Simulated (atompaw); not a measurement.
## selenium: from the effect back to the setting (PAW (atompaw))

Base potential:

| Item | Value |
| --- | --- |
| Element | Se (Z = 34) |
| Generator | atompaw 4.2.0.5 |
| Type | PAW |
| Functional | LDA (PW92) |
| Relativity | scalar-relativistic |
| Frozen core | [Ar] |
| Valence charge | 16 |
| Reference configuration | 3d10 4s2 4p4 |
| Partial waves | 4s (bound): rc 1.85 bohr; 4s channel at 3.9 Ry: rc 1.85 bohr; 4p (bound): rc 1.85 bohr; 4p channel at -0.05 Ry: rc 1.85 bohr; 3d (bound): rc 1.20 bohr; 3d channel at -0.95 Ry: rc 1.20 bohr; 4f channel at -0.05 Ry: rc 1.85 bohr; 4f channel at 2.7 Ry: rc 1.85 bohr |
| Local potential | bessel scheme, radius 1.25 bohr |
| Core correction | smooth core density matched at 1.45 bohr |
| Augmentation charge | sinc compensation charge, radius 1.55 bohr; PAW radius 1.85 bohr; waves and projectors: custom polynom gramschmidtortho |

Cutoffs, loose and tight: the cutoffs (Ry, on a coarse ladder) from which the occupation-weighted sum of valence levels, in a spherical-Bessel basis at the reference potential, stays within 10 and 1 mRy of its value at 400 Ry. They see the waves, projectors and local potential, not the compensation charge or the core.

Only the scale of all radii (base = 1) is moved:

```json
{"scale of all radii (base = 1)": "0.75", "cutoff, loose": "200 Ry", "cutoff, tight": "over 300 Ry", "bound ghosts": "s, p"}
{"scale of all radii (base = 1)": "0.81", "cutoff, loose": "180 Ry", "cutoff, tight": "300 Ry", "bound ghosts": "s, p"}
{"scale of all radii (base = 1)": "0.89", "cutoff, loose": "160 Ry", "cutoff, tight": "260 Ry", "bound ghosts": "s"}
{"scale of all radii (base = 1)": "0.94", "cutoff, loose": "140 Ry", "cutoff, tight": "230 Ry", "bound ghosts": "none"}
{"scale of all radii (base = 1)": "1.05", "cutoff, loose": "100 Ry", "cutoff, tight": "180 Ry", "bound ghosts": "none"}
{"scale of all radii (base = 1)": "1.1", "cutoff, loose": "90 Ry", "cutoff, tight": "160 Ry", "bound ghosts": "none"}
{"scale of all radii (base = 1)": "1.16", "cutoff, loose": "80 Ry", "cutoff, tight": "140 Ry", "bound ghosts": "none"}
{"scale of all radii (base = 1)": "1.24", "cutoff, loose": "70 Ry", "cutoff, tight": "110 Ry", "bound ghosts": "none"}
{"scale of all radii (base = 1)": "1.3", "cutoff, loose": "60 Ry", "cutoff, tight": "100 Ry", "bound ghosts": "none"}
```

**Question.** One more run gave cutoff, loose: 120 Ry; cutoff, tight: 180 Ry; bound ghosts: none. Which value of the scale of all radii (base = 1) was used?

**Answer.** 1. The loose cutoff moves one way along this sweep, from 200 Ry at 0.75 to 60 Ry at 1.3, which places the run between 0.94 and 1.05.
